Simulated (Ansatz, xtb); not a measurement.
Isomers of FH3Se3Si in order of energy

3 gas-phase structures of FH3Se3Si, from a drawn sample of its isomers (lower ones may exist). Each was relaxed with GFN2-xTB; where two conformers were screened, the lower at r2SCAN-D4/def2-SVP is listed:

A. `F[Si@H]([SeH])[Se][SeH]`, a singlet
B. `F[Si]([SeH])([SeH])[SeH]`, a singlet
C. `F[SiH2][Se][Se][SeH]`, a singlet

**Question.** Estimate their order in r2SCAN-D4/def2-SVP energy at these geometries, lowest first.

**Answer.** Calculated order at r2SCAN-D4/def2-SVP: B (0.0), A (67.6), C (112.7) kJ/mol.

Energies above the lowest of each column, in kJ/mol; the last columns are at PBE0-D4/def2-SVP geometries and were run for some of them only (a dash: not run or not comparable):

| structure | GFN2-xTB | HF/STO-3G | r2SCAN-D4/def2-SVP | PBE0-D4/def2-SVP | CCSD(T)/def2-SVP + ΔMP2/def2-TZVPP |
| --- | --- | --- | --- | --- | --- |
| B | 96.1 | 0.0 | 0.0 | 0.0 | 0.0 |
| A | 49.4 | 29.2 | 67.6 | 62.1 | 61.3 |
| C | 0.0 | 55.6 | 112.7 | – | – |

CCSD(T)/def2-SVP + ΔMP2/def2-TZVPP puts B lowest of those it was run on; GFN2-xTB picks C. Flexible structures stand in one conformer each, not always the lowest. Frequencies (GFN2-xTB) were run for A, B alone. ΔMP2 is the change of the MP2 energy from the smaller to the larger basis.

Programs: Ansatz 0.2.0, xtb 6.7.1.
